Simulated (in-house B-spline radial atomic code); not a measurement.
Radial electron density of Xe, [Kr] 4d10 5s2 5p6. Method: Dirac-Kohn-Sham LDA exchange-only, spherical fractional occupations, Fermi nucleus of rms radius 4.7859 fm. Calculated with an all-electron radial atomic-structure program (B-spline basis).

Columns: r (bohr), 4πr²n(r) (electrons per bohr), bar.

```
 0.00108    2.409 #
 0.00133    3.439 ##
 0.00165    4.939 ##
 0.00204    6.994 ###
 0.00252    9.794 #####
 0.00312    13.59 #######
 0.00386    18.56 #########
 0.00478     24.9 ############
 0.00592    32.63 ################
 0.00733    41.53 ####################
 0.00907    51.01 #########################
  0.0112    59.96 #############################
  0.0139    67.24 #################################
  0.0172    71.04 ###################################
  0.0213    70.68 ##################################
  0.0263    67.03 #################################
  0.0326    62.96 ###############################
  0.0403    62.88 ###############################
  0.0499    69.67 ##################################
  0.0618    81.39 ########################################
  0.0765    90.26 ############################################
  0.0946    88.33 ###########################################
   0.117    76.32 #####################################
   0.145    65.94 ################################
   0.179    68.02 #################################
   0.222    76.23 #####################################
   0.275    71.78 ###################################
    0.34    50.42 #########################
   0.421    30.08 ###############
   0.521    25.94 #############
   0.645     29.6 ##############
   0.798    26.54 #############
   0.987    17.12 ########
    1.22     9.53 #####
    1.51    6.385 ###
    1.87    5.114 ##
    2.32    3.633 ##
    2.87    2.027 #
    3.55   0.8627 
    4.39   0.2754 
    5.44  0.06247 
    6.73 0.009746 
    8.33 0.0009559
```

On this grid the curve has 4 maxima, near 0.0172, 0.0765, 0.222, 0.645 bohr.

The 5p1/2 radial function P(r) = rR(r), positive near the nucleus, with its small component Q(r) (sign convention: Q ≈ (P' + κP/r)/2c):

```json
{"r (bohr)": "0.000702", "P": "0.0007606", "Q": "0.002803"}
{"r (bohr)": "0.00108", "P": "0.00127", "Q": "0.004107"}
{"r (bohr)": "0.00165", "P": "0.00217", "Q": "0.005936"}
{"r (bohr)": "0.00252", "P": "0.003837", "Q": "0.008478"}
{"r (bohr)": "0.00386", "P": "0.007029", "Q": "0.01192"}
{"r (bohr)": "0.00592", "P": "0.01318", "Q": "0.01633"}
{"r (bohr)": "0.00907", "P": "0.02479", "Q": "0.0214"}
{"r (bohr)": "0.0139", "P": "0.04576", "Q": "0.02617"}
{"r (bohr)": "0.0213", "P": "0.07996", "Q": "0.02852"}
{"r (bohr)": "0.0326", "P": "0.1253", "Q": "0.02528"}
{"r (bohr)": "0.0499", "P": "0.1605", "Q": "0.01393"}
{"r (bohr)": "0.0765", "P": "0.131", "Q": "-0.003222"}
{"r (bohr)": "0.117", "P": "-0.01708", "Q": "-0.01522"}
{"r (bohr)": "0.179", "P": "-0.2094", "Q": "-0.01048"}
{"r (bohr)": "0.275", "P": "-0.1696", "Q": "0.005152"}
{"r (bohr)": "0.421", "P": "0.1953", "Q": "0.009564"}
{"r (bohr)": "0.645", "P": "0.3447", "Q": "-0.000481"}
{"r (bohr)": "0.987", "P": "-0.1391", "Q": "-0.006281"}
{"r (bohr)": "1.51", "P": "-0.6806", "Q": "-0.003361"}
{"r (bohr)": "2.32", "P": "-0.6768", "Q": "-0.0001114"}
{"r (bohr)": "3.55", "P": "-0.3377", "Q": "0.0004761"}
{"r (bohr)": "5.44", "P": "-0.08628", "Q": "0.0001794"}
{"r (bohr)": "8.33", "P": "-0.009358", "Q": "2.24e-05"}
```
